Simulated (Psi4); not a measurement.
Method: SAPT0/jun-cc-pVDZ, frozen core (Psi4).

Psi4 input:

```
molecule {
0 1
C -0.00576999 0.00100315 0.00024482
O 1.17465731 -0.20223050 -0.04991125
H -0.74316703 -0.82449242 0.03726454
H -0.42572029 1.02571978 0.01240189
--
0 1
O 2.40866867 1.57834969 -1.92189320
S 2.28928299 1.80698596 -0.50661119
O 1.17120091 2.56908860 -0.01807414
units angstrom
symmetry c1
no_reorient
no_com
}
set basis jun-cc-pvdz
set scf_type df
set freeze_core true
energy('sapt0')
```

Part of the output:

```
    SAPT Results
  --------------------------------------------------------------------------------------------------------
    Electrostatics                -41.15219379 [mEh]     -25.82339147 [kcal/mol]    -108.04506992 [kJ/mol]
      Elst10,r                    -41.15219379 [mEh]     -25.82339147 [kcal/mol]    -108.04506992 [kJ/mol]

    Exchange                       64.66795192 [mEh]      40.57975248 [kcal/mol]     169.78568438 [kJ/mol]
      Exch10                       64.66795192 [mEh]      40.57975248 [kcal/mol]     169.78568438 [kJ/mol]
      Exch10(S^2)                  63.00609262 [mEh]      39.53692002 [kcal/mol]     165.42247338 [kJ/mol]

    Induction                     -20.86257745 [mEh]     -13.09146499 [kcal/mol]     -54.77468954 [kJ/mol]
      Ind20,r                     -50.41335193 [mEh]     -31.63485594 [kcal/mol]    -132.36023725 [kJ/mol]
      Exch-Ind20,r                 39.92191385 [mEh]      25.05137915 [kcal/mol]     104.81497037 [kJ/mol]
      delta HF,r (2)              -10.37113937 [mEh]      -6.50798821 [kcal/mol]     -27.22942265 [kJ/mol]

    Dispersion                    -10.29246036 [mEh]      -6.45861638 [kcal/mol]     -27.02285094 [kJ/mol]
      Disp20                      -13.45303284 [mEh]      -8.44190556 [kcal/mol]     -35.32093287 [kJ/mol]
      Exch-Disp20                   3.16057249 [mEh]       1.98328918 [kcal/mol]       8.29808193 [kJ/mol]
      Disp20 (SS)                  -6.72651642 [mEh]      -4.22095278 [kcal/mol]     -17.66046643 [kJ/mol]
      Disp20 (OS)                  -6.72651642 [mEh]      -4.22095278 [kcal/mol]     -17.66046643 [kJ/mol]
      Exch-Disp20 (SS)              1.51340984 [mEh]       0.94967902 [kcal/mol]       3.97345700 [kJ/mol]
      Exch-Disp20 (OS)              1.64716265 [mEh]       1.03361016 [kcal/mol]       4.32462493 [kJ/mol]

  Total HF                          2.65318068 [mEh]       1.66489601 [kcal/mol]       6.96592492 [kJ/mol]
  Total SAPT0                      -7.63927967 [mEh]      -4.79372037 [kcal/mol]     -20.05692602 [kJ/mol]
```
